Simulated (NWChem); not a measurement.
System: CH8N3OTa; SMILES [NH2][Ta]([O]C)([NH2])=[NH]

Input file for NWChem:

```
start job
memory heap 200 mb stack 900 mb global 1100 mb
geometry units angstroms
  Ta    -0.107046    -0.012978     0.112913
  N     -1.594081    -1.018289     0.081386
  H     -2.355932    -1.643614    -0.147995
  O      1.089738     0.065693    -1.277942
  C      1.748744    -0.111288    -2.471655
  H      1.874482     0.851596    -2.986081
  H      2.744621    -0.542610    -2.299084
  H      1.185905    -0.787109    -3.130176
  N     -0.844870     1.818736     0.479948
  H     -1.794039     2.098868     0.693160
  H     -0.270308     2.655589     0.472137
  N      0.816639    -0.678393     1.767649
  H      0.491379    -1.335571     2.465646
  H      1.749308    -0.379992     2.035331
end
basis spherical
  * library def2-svp
end
ecp
  Ta library def2-ecp
end
dft
  xc pbe0
  iterations 150
end
driver
  maxiter 120
end
task dft optimize
```

Excerpt of the output:

```
             Northwest Computational Chemistry Package (NWChem) 7.3.0
             --------------------------------------------------------

 C1  symmetry detected

                             Geometry "geometry" -> ""
                             -------------------------

 Output coordinates in angstroms (scale by  1.889725989 to convert to a.u.)

  No.       Tag          Charge          X              Y              Z
 ---- ---------------- ---------- -------------- -------------- --------------
    1 Ta                  73.0000     0.00000000    -0.19644587    -0.03501713
    2 N                    7.0000    -0.00073250    -1.03681586    -1.62142660
    3 H                    1.0000    -0.00095749    -1.29393871    -2.60017668
    4 O                    8.0000     0.00004866     1.63170131     0.14058631
    5 C                    6.0000    -0.00036130     2.98631980    -0.09514764
    6 H                    1.0000    -0.87583768     3.45639797     0.37406166
    7 H                    1.0000     0.90469016     3.44818624     0.32336361
    8 H                    1.0000    -0.03007144     3.19338904    -1.17376310
    9 N                    7.0000    -1.63160939    -0.96476226     0.84918638
   10 H                    1.0000    -2.24493984    -1.70601138     0.53417753
   11 H                    1.0000    -1.98216177    -0.63242739     1.74203128
   12 N                    7.0000     1.63250418    -0.96417817     0.84795487
   13 H                    1.0000     2.24507268    -1.70621454     0.53328256
   14 H                    1.0000     1.98484770    -0.63006811     1.73946639

 Effective nuclear repulsion energy (a.u.)     913.0659417346

                                Z-matrix (autoz)
                                --------

 Units are Angstrom for bonds and degrees for angles

[...]

      ----------------------
      Optimization converged
      ----------------------

  Step       Energy      Delta E   Gmax     Grms     Xrms     Xmax
  ---- ---------------- -------- -------- -------- -------- --------
@   13    -339.02082734 -9.4D-09  0.00012  0.00002  0.00044  0.00142
                                     ok       ok       ok       ok

                                Z-matrix (autoz)
                                --------

 Units are Angstrom for bonds and degrees for angles

[...]
```

Level: PBE0/def2-SVP with def2 effective core potentials on Ta. No frequency run checked for a minimum. def2 effective core potentials on Ta; no spin-orbit coupling.
